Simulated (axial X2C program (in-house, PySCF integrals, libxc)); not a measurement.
**ZrBr: from Re and ωe to a spectrum**

A bond curve at the CCSD(T) level, two-component, was computed with an in-house all-electron X2C program for linear molecules (integrals from PySCF) (basis Zr dyall-cv3z [11s12p9d6f3g], Br dyall-cv3z [8s9p6d4f1g] (cores contracted in-house)) for the state Ω = 3/2 (⟨Sz⟩ = 1.50, ⟨Lz⟩ = 0.00 at HF). Its fit gives Re = 2.4959 Å, ωe = 275.2 cm⁻¹, ωexe = 0.606 cm⁻¹ and αe = 2.021e-04 cm⁻¹; the masses are 89.9047 and 78.9183 u. Two-component means X2C with spin–orbit coupling and atomic mean-field Coulomb and Gaunt terms.

Correlated methods: 19 electrons correlated (number of frozen shells: Zr 3 s, 2 p, 1 d; Br 3 s, 2 p, 1 d), 323 virtual spin orbitals or spinors in MP2, 110 natural virtuals in coupled cluster.

(1) Find the reduced mass, Be and the force constant.

(2) Where do the fundamental and the first overtone lie?

(3) Estimate the centrifugal constant by the Kratzer relation.

(4) Estimate De from a Morse curve and compare with the computed well depth of 3.543 eV to Zr + Br.

(5) A Morse curve ties αe to the other constants (Pekeris). How well does that hold?

The state is a single determinant with fixed occupations, the lowest that a limited PBE0 search found. De is counted from the lowest determinant-based energies of the atoms at the same level, without counterpoise correction. Coupled cluster ran in a truncated set of natural virtual spinors; the MP2 energy of the rest was added. (T) has no such correction and the atoms are truncated less, which lowers De at CCSD(T) by a hundredth of an eV or more. PBE0 can misorder states that lie within some tenths of an eV, so this need not be the ground state of the molecule. The nearest other 2c determinant of the search, Ω = 3/2, lies 0.06 eV up at the distance of the search. With several unpaired electrons one determinant need not be a pure state. This is the top spin component of a Σ state; components of lower Ω are not single determinants and can lie lower.

Results:

(1) From the CCSD(T) values: μ = 42.0270 u. Be = 16.8576/(μ Re²) = 0.06439 cm⁻¹. k = 5.8918×10⁻⁷ μ ωe² = 1.88 mdyn/Å.

(2) ν(1←0) = ωe − 2ωexe = 274.0 cm⁻¹; ν(2←0) = 2ωe − 6ωexe = 546.8 cm⁻¹.

(3) D = 4Be³/ωe² = 1.41e-08 cm⁻¹.

(4) De(Morse) = ωe²/(4ωexe) = 3.874 eV against 3.543 eV computed, a ratio of 1.09. For De the Morse form works well here.

(5) αe(Morse) = 6Be²/ωe × (√(ωexe/Be) − 1) = 1.869e-04 cm⁻¹; the CCSD(T) curve gives 2.021e-04 cm⁻¹, a ratio of 0.92.
